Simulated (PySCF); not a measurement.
Molfile (atoms numbered from 1):
```
C3H10O4SSi
     RDKit          3D

 19 18  0  0  0  0  0  0  0  0999 V2000
    3.4800   -0.3271   -0.2206 C   0  0  0  0  0  0  0  0  0  0  0  0
    2.5363   -0.5940   -1.2191 O   0  0  0  0  0  0  0  0  0  0  0  0
    0.9248   -0.8604   -0.9687 Si  0  0  0  0  0  4  0  0  0  0  0  0
    0.2980    0.5859   -0.3370 O   0  0  0  0  0  0  0  0  0  0  0  0
   -0.8733    1.1758   -0.7232 C   0  0  0  0  0  0  0  0  0  0  0  0
   -2.2856    0.1467   -0.2228 S   0  0  0  0  0  6  0  0  0  0  0  0
   -2.2563    0.1834    1.5579 C   0  0  0  0  0  0  0  0  0  0  0  0
   -1.9133   -1.2139   -0.6331 O   0  0  0  0  0  0  0  0  0  0  0  0
   -3.5138    0.7722   -0.7007 O   0  0  0  0  0  0  0  0  0  0  0  0
    4.4882   -0.3861   -0.6581 H   0  0  0  0  0  0  0  0  0  0  0  0
    3.3484    0.6842    0.2032 H   0  0  0  0  0  0  0  0  0  0  0  0
    3.4263   -1.0563    0.6097 H   0  0  0  0  0  0  0  0  0  0  0  0
    0.3436   -1.1283   -2.3014 H   0  0  0  0  0  0  0  0  0  0  0  0
    0.7690   -1.9238    0.0574 H   0  0  0  0  0  0  0  0  0  0  0  0
   -1.0199    1.2575   -1.8179 H   0  0  0  0  0  0  0  0  0  0  0  0
   -0.9987    2.1709   -0.2674 H   0  0  0  0  0  0  0  0  0  0  0  0
   -1.2477   -0.0901    1.8932 H   0  0  0  0  0  0  0  0  0  0  0  0
   -2.5497    1.1814    1.9059 H   0  0  0  0  0  0  0  0  0  0  0  0
   -2.9870   -0.5711    1.8786 H   0  0  0  0  0  0  0  0  0  0  0  0
  1  2  1  0
  2  3  1  0
  3  4  1  0
  4  5  1  0
  5  6  1  0
  6  7  1  0
  6  8  2  0
  6  9  2  0
  1 10  1  0
  1 11  1  0
  1 12  1  0
  3 13  1  0
  3 14  1  0
  5 15  1  0
  5 16  1  0
  7 17  1  0
  7 18  1  0
  7 19  1  0
M  END
```

Theory: NMR shieldings at B3LYP/pcSseg-1/GIAO, geometry: PBE0-D3(BJ)/def2-SVP, in PySCF 2.14 (no solvent, non-relativistic Hamiltonian, one conformer, rapidly exchanging positions averaged).

**Question.** List the cross peaks expected in HSQC, COSY and HMBC spectra.

**Answer.** 

HSQC (one-bond C–H):
```csv
δH,δC
4.36 (H15/H16),85.9 (C5)
3.69 (H10/H11/H12),53.5 (C1)
2.54 (H17/H18/H19),40.2 (C7)
```

HMBC (two and three bonds, from the bond graph):
```csv
δH,δC
4.62 (H13/H14),"85.9 (C5), 53.5 (C1)"
4.36 (H15/H16),40.2 (C7)
2.54 (H17/H18/H19),85.9 (C5)
```

No COSY cross peaks are expected.

Referencing at the same level of theory: 1H (31.38 ppm) and 13C (179.24 ppm) against TMS.

Short H···H contacts in this conformer between protons four or more bonds apart (candidates for NOE cross peaks, intensity ∝ r⁻⁶): H13···H15 2.79 Å.

Shifts are as computed. Against solution values, carbons near 30 ppm lie about +2 ppm off and those near 130 ppm about +6 ppm. Of 1211 compounds with measured shifts, 218 miss one by over three times the rms of a fit or turn the order of signals round; such compounds aren't used in these exercises.
